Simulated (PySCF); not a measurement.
Si(F)3(GeH3) (F₃GeH₃Si), SMILES [GeH3][Si](F)(F)F. Geometry: PBE-D3(BJ)/def2-SVP. The structure was generated by enumeration, and PubChem lists no compound with its InChIKey, so it may never have been made.

Method: PBE-D3(BJ)/def2-SVP (PySCF 2.14.0).

Harmonic wavenumbers (cm⁻¹): 82, 121, 121, 224, 282, 282, 447, 471, 471, 752, 827, 844, 844, 940, 940, 2096, 2113, 2113. Rotational constants (GHz): 3.713, 1.305, 1.305; symmetry number 3.

Task: Work out the zero-point energy and the ideal-gas rigid-rotor harmonic-oscillator thermochemistry at 298.15 K and 1 atm.

Result: ZPE = ½ Σ hcν = ½ × 13973 cm⁻¹ = 19.97 kcal/mol. H − E(el) = 25.31 kcal/mol. Entropy in cal/(mol K): translation 41.13, rotation 26.14, vibration 18.27, total 85.54. G − E(el) = -0.20 kcal/mol. Cp = 26.41 cal/(mol K). Modes under 150 cm⁻¹ make the vibrational entropy uncertain.
